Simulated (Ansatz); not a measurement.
A made-up structure of CH4ClSn (charge +1), closed shell:

| atom | x (Å) | y (Å) | z (Å) |
| --- | --- | --- | --- |
| C1 | 0.7876 | -0.6879 | -0.0131 |
| Sn2 | -0.7416 | 0.7375 | -0.1954 |
| Cl3 | 0.9059 | -1.4862 | 1.5622 |
| H4 | -0.0201 | 2.2362 | -0.5469 |
| H5 | -1.5940 | 0.7870 | 1.2746 |
| H6 | -1.7458 | 0.2695 | -1.4848 |
| H7 | 1.5281 | -1.0426 | -0.6835 |

It is relaxed with PBE-D4/def2-SVP and then PBE0-D4/def2-TZVP (Ansatz 0.2.0). Atoms count as bonded within 1.22 times the sum of their covalent radii (H–H: 0.88 Å). The end point is not checked to be a true minimum.

(1) Does its bonding change? (Judge from chemistry; the calculation decides.)

## Answers

(1) The calculation gives: No: no bond forms or breaks.

Where it ends: The first stage lowers the energy by 0.47 eV in 7 steps. It ends as CH₄ClSn ([Cl][CH][SnH3]), total charge +1:
C1  (0.742, -0.695, 0.098)
Sn2  (-0.864, 0.840, -0.183)
Cl3  (1.002, -1.539, 1.447)
H4  (0.103, 2.179, -0.554)
H5  (-1.649, 0.827, 1.308)
H6  (-1.667, 0.157, -1.507)
H7  (1.453, -0.954, -0.695)
(Å)

Labels in which every atom is bracketed show which atoms are joined, not bond orders.

For scale, one of the runs: PBE0-D4/def2-TZVP relaxation, 142 basis functions, launched by `ansatz run in.yaml --threads 2 --pin off --events-out ev --progress --plain --max-ram 4352MiB`. Hardware: 2 CPU threads of an Arm Neoverse V2, shared host. Wall time about 24 s.
